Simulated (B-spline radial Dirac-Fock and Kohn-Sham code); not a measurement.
ΔSCF core binding energies without Breit or QED terms, calculated with a radial finite-basis atomic code.

A sound run for neutral niobium in the configuration 1s2 2s2 2p6 3s2 3p6 3d10 4s2 4p6 4d4 5s1: The ground state converged in 11 iterations, with total energy -3818.14921 Ha, virial ratio 1.96581 and highest orbital energy -5.59 eV. ΔSCF binding energies: K (1s) 19040.9 eV, L3 (2p3/2) 2380.0 eV, M5 (3d5/2) 209.5 eV.

A second run, with one unsound setting: The ground state converged in 11 iterations, with total energy -4760.51661 Ha, virial ratio 1.12699 and highest orbital energy -4.82 eV. ΔSCF binding energies: K (1s) 10355.6 eV, L3 (2p3/2) 2261.5 eV, M5 (3d5/2) 155.9 eV.

```
iter   energy (Ha)        error
   1    -4725.21456721  1.88e+01
   2    -4756.15833926  2.32e+00
   3    -4760.23614414  1.01e+00
   4    -4760.48577440  4.52e-01
   5    -4760.51103498  4.45e-02
   6    -4760.51574700  6.17e-03
   7    -4760.51656563  8.95e-04
   8    -4760.51659502  7.06e-04
   9    -4760.51661251  1.16e-04
  11    -4760.51661285  2.42e-07
```

Q: Which fault fits the second run best?
A. unbound anion
B. tolerance below the noise
C. speed of light below Z
D. functional not served

A: C. The input had c_factor = 0.2713: c_factor makes c so small that Zα exceeds 1, so any numbers that come out have no meaning.
